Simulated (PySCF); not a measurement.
## Nuclear quadrupole coupling in `CN1C[SiH2][Si@@H]([SiH3])S[SiH2]1`

C2H13NSSi4.
Numbering: `[CH3:1][N:2]1[CH2:3][SiH2:4][Si@@H:5]([SiH3:6])[S:7][SiH2:8]1` (hydrogens: H9, H10, H11 on C1; H12, H13 on C3; H14, H15 on Si4; H16 on Si5; H17, H18, H19 on Si6; H20, H21 on Si8)

Geometry (GFN2-xTB, Å), atoms numbered from 1 in this order:
```
atom  x, y, z in Å
C1    -2.0528   -0.9770    0.9741
N2    -1.3487   -0.3723   -0.1225
C3    -1.5428    1.0687   -0.2339
Si4   -0.0482    1.9830    0.5505
Si5    1.7817    0.9244   -0.4389
Si6    3.0011   -0.6027    0.8260
S7     0.9654   -0.1067   -2.1953
Si8   -0.6075   -1.2910   -1.3625
H9    -3.1388   -0.9306    0.8285
H10   -1.8101   -0.4629    1.9084
H11   -1.7638   -2.0211    1.0619
H12   -1.6106    1.3397   -1.2901
H13   -2.5013    1.3361    0.2167
H14   -0.2560    3.4212    0.3408
H15   -0.0800    1.7567    2.0039
H16    2.6550    1.8710   -1.1448
H17    3.6413    0.1152    1.9328
H18    2.1373   -1.6254    1.4294
H19    4.0550   -1.3212    0.1070
H20   -1.4373   -1.6150   -2.5215
H21   -0.0478   -2.4733   -0.7164
```

Field gradients from the PBE0/pcSseg-1 density (PySCF, non-relativistic), principal values in atomic units, ordered |Vxx| ≤ |Vyy| ≤ |Vzz|:

```json
{"atom": "N2", "Vxx": "0.3602", "Vyy": "0.7710", "Vzz": "-1.1312"}
{"atom": "S7", "Vxx": "0.2019", "Vyy": "1.3766", "Vzz": "-1.5785"}
```

Question: Find the asymmetry η = (Vxx − Vyy)/Vzz and the couplings χ = eQV/h (234.96 MHz × Q in barn × V in au), with Q(14N) = 0.02044 b, Q(33S) = −0.0678 b.

Answer: 
```tsv
atom	environment	nucleus	η	χzz (MHz)	χxx (MHz)	χyy (MHz)
N2	silicon-bound nitrogen	14N	0.36	-5.43	1.73	3.70
S7	sulfur bonded to 2 Si	33S	0.74	25.15	-3.22	-21.93
```

Question: What is Vzz at S7 in SI units (1 au = 9.71736 × 10²¹ V/m²)?

Answer: -1.5785 au = -15.339 × 10²¹ V/m².

Question: And the gradient at the other heavy atoms, for which no coupling is worked out here?

Answer: 
```csv
atom,environment,Vzz (au),η
C1,N-methyl carbon,0.244,0.06
C3,sp3 carbon bound to nitrogen,0.263,0.11
Si4,SiH2 silicon,0.143,0.21
Si5,SiH silicon,0.630,0.18
Si6,SiH3 silicon,0.098,0.24
Si8,SiH2 silicon,0.485,0.84
```

Question: What couplings would deuterons (Q(2H) = 0.00286 b) have in place of the hydrogens, at this geometry?

Answer: 
```json
{"atom": "H9", "bonded to": "C1", "bond length (Å)": "1.097", "Vzz (au)": "0.2935", "η": "0.05", "χzz (kHz)": "197"}
{"atom": "H10", "bonded to": "C1", "bond length (Å)": "1.094", "Vzz (au)": "0.2976", "η": "0.06", "χzz (kHz)": "200"}
{"atom": "H11", "bonded to": "C1", "bond length (Å)": "1.087", "Vzz (au)": "0.3099", "η": "0.07", "χzz (kHz)": "208"}
{"atom": "H12", "bonded to": "C3", "bond length (Å)": "1.092", "Vzz (au)": "0.3012", "η": "0.09", "χzz (kHz)": "202"}
{"atom": "H13", "bonded to": "C3", "bond length (Å)": "1.092", "Vzz (au)": "0.3050", "η": "0.09", "χzz (kHz)": "205"}
{"atom": "H14", "bonded to": "Si4", "bond length (Å)": "1.468", "Vzz (au)": "0.1613", "η": "0.01", "χzz (kHz)": "108"}
{"atom": "H15", "bonded to": "Si4", "bond length (Å)": "1.471", "Vzz (au)": "0.1596", "η": "0.01", "χzz (kHz)": "107"}
{"atom": "H16", "bonded to": "Si5", "bond length (Å)": "1.469", "Vzz (au)": "0.1614", "η": "0.03", "χzz (kHz)": "108"}
{"atom": "H17", "bonded to": "Si6", "bond length (Å)": "1.466", "Vzz (au)": "0.1626", "η": "0.01", "χzz (kHz)": "109"}
{"atom": "H18", "bonded to": "Si6", "bond length (Å)": "1.468", "Vzz (au)": "0.1613", "η": "0.00", "χzz (kHz)": "108"}
{"atom": "H19", "bonded to": "Si6", "bond length (Å)": "1.464", "Vzz (au)": "0.1641", "η": "0.00", "χzz (kHz)": "110"}
{"atom": "H20", "bonded to": "Si8", "bond length (Å)": "1.462", "Vzz (au)": "0.1605", "η": "0.01", "χzz (kHz)": "108"}
{"atom": "H21", "bonded to": "Si8", "bond length (Å)": "1.459", "Vzz (au)": "0.1636", "η": "0.03", "χzz (kHz)": "110"}
```

Geometry: GFN2-xTB, one conformer, isolated molecule. GFN2-xTB bond lengths can be off by several hundredths of an ångström, more for odd bonds, and the gradients follow them. The small basis limits the accuracy of the gradients.

The run behind these numbers computed NMR shieldings as well. Time: 92 s; peak memory 1.1 GiB. Hardware: an Arm Neoverse N1 with one thread, on a shared host.
